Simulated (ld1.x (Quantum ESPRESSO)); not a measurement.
Values are calculated unless marked as measured or tabulated.
**Pseudopotentials across the periodic table**

Generated with ld1.x 7.5 (TM, RRKJ, ultrasoft, PAW), atompaw 4.2 or ONCVPSP 4.0.1. The cutoff is in Ry: for ld1.x and atompaw files where the sum of valence levels is converged to 10 mRy in a Bessel basis, for ONCV files where the hardest occupied wave has 1 mHa per electron of residual kinetic energy. The error is the largest all-electron minus pseudo excitation energy over each file’s own four to seven test configurations (ionisations up to +4, promotions, holes and added fractions of an electron), all of which were solved. The labels leave out finer settings (local radius, basis sizes, second energies), which also bear on the numbers. Spin-polarised tests are not counted. The rows are a selection from randomly drawn settings: files with unsolved tests, undetermined cutoffs or missed reference levels are left out.

A true bound ghost makes a file unfit for plane-wave use even where its test errors are small: the radial tests pick states by their node count and pass the ghost by.

```csv
element,potential,cutoff (Ry),largest error (meV),bound ghosts
Be,"TM, PBE, non-relativistic, rc 1.60/3.55 (sp), local smoothed, core correction yes, reference 2s1.5 2p0",10,-75,none
Ar,"ultrasoft, PBE, scalar-relativistic, rc 1.00/1.60/1.35 (spd), local smoothed, core correction no, reference 3s2 3p6",40,+200,s
Ge,"RRKJ, PBE, scalar-relativistic, rc 1.60/2.15/1.20 (spd), local s, core correction yes, reference 3d10 4s2 4p1.5",160,-669,none
Zr,"TM, BP86, scalar-relativistic, rc 2.35/3.20/2.95 (spd), local s, core correction yes, reference 4d2 5s2 5p0",21,-327,none
Pd,"TM, PBEsol, scalar-relativistic, rc 2.30/1.95/1.60 (spd), local s, core correction no, reference 4d10 5s0",60,-2206,p
```

(1) Fill in the row for Au: ultrasoft, PBEsol, scalar-relativistic, rc 2.30/3.05/1.50 (spd), local smoothed, core correction yes, reference 5d10 6s0.5 6p0.5.

(2) Fill in the row for Hf: RRKJ, LDA (PZ), scalar-relativistic, rc 2.65/3.10/1.90 (spd), local s, core correction yes, reference 5d2 6s2 6p0.

(3) Fill in the row for S: TM, LDA (PZ), scalar-relativistic, rc 1.50/1.50 (sp), local s, core correction yes, reference 3s1.75 3p4.25.

Answers

(1) cutoff 50 Ry, largest error -610 meV, bound ghosts: s, p.

(2) cutoff 21 Ry, largest error -280 meV, bound ghosts: none.

(3) cutoff 35 Ry, largest error +205 meV, bound ghosts: none.
